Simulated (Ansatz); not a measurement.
Reaction (formal hydrolysis of a C–I bond): `OB(O)CI` + H₂O → `OCB(O)O` + HI

Isolated molecules relaxed with PBE0-D4/def2-TZVP in Ansatz; ΔE leaves out vibrations. CBS: MP2 limit from def2 TZ/QZ plus the TZ coupled-cluster correction, frozen cores. This one scheme is used for every species. Functionals use def2-TZVPP. def2 core potentials past Kr. For I outer-core shells are correlated without core-valence functions, which leaves a few kJ/mol of doubt a bond. Each species was taken in one conformer, which may not be the lowest.

```tsv
level	ΔE (eV)
ωB97M-V	0.31
r2SCAN	0.33
CCSD(T)/def2-TZVPP	0.38
HF/CBS(def2)	0.23
```

(1) What does CCSD(T)/CBS give? (Best estimate.)

Largest T1 diagnostic among the species: 0.012.

## Answers

(1) The calculation gave: +0.47 eV. The listed levels differ from it by -0.16, -0.14, -0.09, -0.24 eV.

The D4 term adds +0.07 eV with B3LYP and +0.04 eV with PBE0; it sums over pairs of atoms, weighted by their polarisabilities, and B3LYP, whose exchange is more repulsive, gets the larger term. In def2-TZVPP, CCSD(T) changes the Hartree–Fock value by +0.17 eV (the triples alone add +0.04 eV) and MP2 by +0.28 eV.

B3LYP here is the variant with VWN-RPA as its local correlation; programs differ in this.
